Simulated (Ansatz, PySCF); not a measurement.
Se(Cl)2 cation (Cl2Se), SMILES Cl[Se]Cl (connectivity only; charge and spin as stated), charge +1, multiplicity 2. Atoms are numbered in the order given.

```xyz
3

Se     0.0000     0.0000     0.6317
Cl     0.0000    -1.6338    -0.6389
Cl     0.0000     1.6338    -0.6389
```
Charge +1, spin multiplicity 2.

The structure is a stationary point at PBE0-D3(BJ)/def2-TZVP. The spin state was assumed, not searched. The isomer is the one that the SMILES or the coordinates give; other isomers of the formula were not compared.

Two levels are set side by side: PBE-D3(BJ)/def2-TZVP (Ansatz, an electronic-structure program) and PBE0-D3(BJ)/def2-TZVP (Ansatz). Each level has its own optimised geometry; the coordinates shown are those of the second. Frequencies come from the Hessian of PySCF at each geometry. Differences are taken from unrounded values.

```
quantity                            PBE0-D3(BJ)
----------------------------------  -----------
mean bond length (Å)                      2.070
bond Se1–Cl2 (Å)                          2.070
bond Se1–Cl3 (Å)                          2.070
highest harmonic wavenumber (cm⁻¹)          491
mean harmonic wavenumber (cm⁻¹)             385
zero-point energy (kcal/mol)               1.65
```

What does PBE-D3(BJ) give, and how far is it from PBE0-D3(BJ)? (An estimate is asked for; the answer gives what the named calculation found.)


```tsv
quantity	PBE-D3(BJ)	PBE-D3(BJ) minus PBE0-D3(BJ)
mean bond length (Å)	2.099	0.030
bond Se1–Cl2 (Å)	2.099	0.030
bond Se1–Cl3 (Å)	2.099	0.030
highest harmonic wavenumber (cm⁻¹)	457	-34
mean harmonic wavenumber (cm⁻¹)	358	-27
zero-point energy (kcal/mol)	1.53	-0.12
```

GGA bonds tend to be longer and softer than those of functionals with exact exchange. Differences between two approximate levels are no errors against the true value.
